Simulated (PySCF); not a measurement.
# How methods differ on the ionisation energy of Ho³⁹⁺

Ho³⁹⁺ [Ar] 3d10 → Ho⁴⁰⁺ [Ar] 3d9 [3d3/2^4 3d5/2^5, M_J = 5/2], as a difference of total energies. All numbers are calculated (PySCF 2.14, the two-component X2C-1e Hamiltonian, in an uncontracted even-tempered set (16 s from 8.1 bohr⁻², ratio 2.8; 13 p from 11 bohr⁻², ratio 2.8; 8 d from 11 bohr⁻², ratio 2.8; 3 f from 42 bohr⁻², ratio 3)). Correlated levels: [Ne] frozen; the 80 highest virtual spinors dropped. "Screened" scales the spin-orbit matrix elements by Boettger's factors to mimic the two-electron term; Breit and QED terms are absent.

| method | ionisation energy (eV) |
| --- | --- |
| GHF (spin-free) | 3036.3 |
| GMP2 (spin-free) | 3037.6 |
| GHF (screened spin-orbit) | 3019.3 |
| GMP2 (screened spin-orbit) | 3020.6 |

Breit and QED terms and the two-electron picture change are absent.

The spin-free rows lack the spin-orbit shift.

For comparison: 3018 ± 4 eV (theoretical estimate listed by NIST; NIST Atomic Spectra Database, ionization energies).
